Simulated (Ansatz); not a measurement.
`C[NH][Ga]([Cl])[Cl]` + HCl → gallium trichloride + CH₃NH₂ at 500 K and 1 bar (ligand exchange at a Ga–N bond).

Isolated molecules relaxed with PBE0-D4/def2-TZVP in Ansatz; ΔE leaves out vibrations. CBS: MP2 limit from def2 TZ/QZ plus the TZ coupled-cluster correction, frozen cores. This one scheme is used for every species. For Ga outer-core shells are correlated without core-valence functions, which leaves a few kJ/mol of doubt a bond. Scalar relativity is left out up to krypton. One conformer a species, not always the lowest.

| species | CCSD(T)/CBS energy (Eh) | H − E (kJ/mol) | S (J/(mol·K)) |
| --- | --- | --- | --- |
| `C[NH][Ga]([Cl])[Cl]` | -2938.78787 | 196.3 | 438.9 |
| HCl | -460.38127 | 32.5 | 201.9 |
| `[Cl][Ga]([Cl])[Cl]` | -3303.43734 | 43.4 | 365.9 |
| CH₃NH₂ | -95.75281 | 191.8 | 270.3 |

H − E and S are ideal-gas, rigid-rotor, harmonic terms from PBE0-D4/def2-TZVP, for one conformer and one mirror image of each species. 1 Eh = 2625.50 kJ/mol, R = 8.31446 J/(mol·K).

Q: By hand: ΔE, ΔH, ΔS and ΔG.

A: ΔE = (-3303.43734) + (-95.75281) − (-2938.78787) − (-460.38127) = -0.02101 Eh = -55.2 kJ/mol. Δ(H − E) = 43.4 + 191.8 − 196.3 − 32.5 = 6.4, so ΔH = -48.8 kJ/mol. ΔS = 365.9 + 270.3 − 438.9 − 201.9 = -4.6 J/(mol·K). ΔG = -48.8 − 500 × (-4.6)/1000 = -46.5 kJ/mol.

Q: By hand: the equilibrium constant, and the temperature at which ΔG would vanish if ΔH and ΔS stayed fixed.

A: log₁₀ K = −ΔG/(RT ln 10) = 4.9. ΔG = 0 at ΔH/ΔS = 10609 K, far beyond where these terms or the molecules hold.

The number of gas molecules stays the same, so ΔS is small and ΔH decides. A doubt of 5 kJ/mol in ΔE shifts log₁₀ K by 0.5 here. Other conformers and mirror images would add mixing entropy, several J/(mol·K) or more a flexible species. These are equilibria of isolated gas molecules and say nothing of rates. Largest T1 diagnostic: 0.012 (customary marks: 0.02 for closed shells, 0.045 for open ones).
